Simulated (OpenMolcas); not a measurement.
Ag4+ among 6 point charges of -1.5 e arranged as a trigonal antiprism (D3d), 2.03 Å from the ion, with a polar angle of 56.4° against the regular 54.74°.

```yaml
Program: OpenMolcas 26.06
Method: "SS-CASPT2, IPEA 0.25 Eh, imaginary shift 0.1 Eh (closed shells correlated: 4s 4p)"
Basis: ANO-RCC-VDZP [6s5p3d1f]
Scalar_Hamiltonian: DKH2, point nucleus
Active_space: 7 electrons in 5 orbitals (4d)
State_averaging: 2S+1 = 4 even, 10 roots; 2S+1 = 2 even, 40 roots
Spin-orbit_coupling: RASSI with atomic mean-field integrals over the reference wave functions
```

Question: What is the spin-free ground state (labels of D3, the rotations of D3d)?

Answer: 4E, 2-fold in its orbital part, 99 % from free-ion F terms; it has the highest spin that d7 allows.

Question: Where is the first state of the same spin?

Answer: 4A2 at 143 cm-1 above the ground state. The two act as a nearly degenerate pair, with unquenched orbital momentum.

Question: What are the lowest two levels with spin-orbit coupling?

Answer: A 2-fold level E1/2 with g = 4.24, 5.27, 5.27, then a 2-fold level E3/2 750 cm-1 above it. Their leading multiplicities are 4 (97 %) and 4 (97 %).

Question: What is χT at 300 K, and how does it compare with the textbook value?

Answer: The lowest level has 2S+1 = 4, for which the spin-only value is χT = S(S+1) / 2 = 1.875 cm3 K/mol (g = 2). The computed 3.849 at 300 K differs by +1.974, through orbital momentum, spin-orbit coupling and any other state in reach.

Roots that are degenerate in the reference are averaged as groups; the widest CASPT2 spread within a group is 62 cm-1 (the 2-fold group of multiplicity 2 near 25300 cm-1 above the lowest state of its run). Shifts and gaps below about the spread of the groups concerned are not significant. Spin-orbit coupling mixes the spin-free states strongly: the lowest level takes only 61 % from its leading state, 4E. An orbital doublet at a regular site is open to a Jahn-Teller distortion, which this geometry leaves out. Point charges give a weaker field than real ligands, and real ions of this kind are as a rule low spin; the high spin found here belongs to the model. Free-ion shares, where given, are those of the reference states; single-state CASPT2 does not remix them. Point charges carry no covalency, so the field is a model and not that of real ligands. No measured value stands beside these numbers.
